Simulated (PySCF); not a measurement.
## Energy of Ta⁺ (tantalum, charge +1) between two integer charges

The 6s alpha orbital of [Xe] 4f14 5d3 6s1 is emptied in steps (occupation f), with all orbitals relaxed, ending at [Xe] 4f14 5d3. Computed with PySCF 2.14 in def2-TZVPPD with the def2 core potential (60 electrons) (6s5p3d2f1g, 59 functions), with a scalar-relativistic core potential. The exact energy is a straight line in f; departures are measured from the line between the end points of the same method.

```tsv
f	UHF (eV)
1	0.000
0.9	0.022
0.7	0.051
0.5	0.059
0.3	0.048
0.1	0.020
0	0.000
```

```json
{"method": "UHF", "E(f=0) − E(f=1) (eV)": "14.140", "−ε at f=1 (eV)": "14.390", "−ε at f=0.5 (eV)": "14.133"}
```

Orbital energy along the path (eV):

```csv
f,UHF
1,-14.390
0.9,-14.335
0.7,-14.230
0.5,-14.133
0.3,-14.043
0.1,-13.958
0,-13.917
```

Reference removal energy between the ground levels: 16.2 ± 0.5 eV (semi-empirical (NIST evaluation); NIST Atomic Spectra Database, ionization energies). The calculation has no spin-orbit coupling. UHF lacks correlation.
